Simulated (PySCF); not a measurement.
SMILES C(OC)([SiH2]S)=O at its GFN2-xTB optimised geometry (Å):

```
12

C      1.9085    -1.4370    -0.0043
O      0.4924    -1.2621    -0.0033
C      0.0251    -0.0182     0.0000
O      0.7212     0.9701    -0.0013
Si    -1.8918    -0.0182     0.0000
S     -2.3558     2.0607     0.0000
H      2.3749    -0.6955    -0.6551
H      2.2961    -1.3175     1.0089
H      2.0966    -2.4447    -0.3656
H     -2.3749    -0.6675     1.2106
H     -2.3715    -0.6606    -1.2155
H     -1.0846     2.4447     0.0011
```

Computed with PBE0/def2-TZVP run with PySCF. Cells within 0.4 Å of a nucleus heavier than hydrogen are left out (blank, or x).

Map of the electrostatic potential (hartree/e), clipped to [-0.08, 0.12] on the plane z = 0.0 Å:

```
|2222222222333332222222222222222|
|2222222223333333222222222222222|
|2222222333333333222222222222222|
|2212234455454433222222222222222|
|2212358998777643222111222222222|
|2223599999999964221111112222222|
|2224999999999984211011111222222|
|2237999x99999983100000111222222|
|234999xxx9999962100000011222222|
|2349999xx9999742366200001122222|
|3348999999998546999930001122222|
|33479999999987799xx970001222223|
|34569999999999999xx990011222333|
|34579999999999999x9961112233333|
|44579999xx99999x999942233333333|
|44579999xxx999xxx99954454443333|
|44579999xx99999xx99999987544333|
|3446999999999999999999999654433|
|34456999999999999x9999999854443|
|3344569999999999xx999xx99964443|
|3334456799986699xx999xx99965443|
|333334456665435999999x999964444|
|3333334444443223899999999754444|
|3333333344332211346999999654443|
|3333333333332222234699999654443|
|3333333333332222234579997544443|
|3333333333333222333456765544433|
|3333333333333333333445554444433|
|3333333333333333333444444444333|
|3333333333333333333344444443333|
|3333333333333333333333343333333|
```
Scale: ten equal steps from -0.053 (start of '0') to 0.120 (end of '9'), in the order '0123456789'; x runs from -4.50 to 4.50, y from -4.50 (bottom) to 4.50 (top).
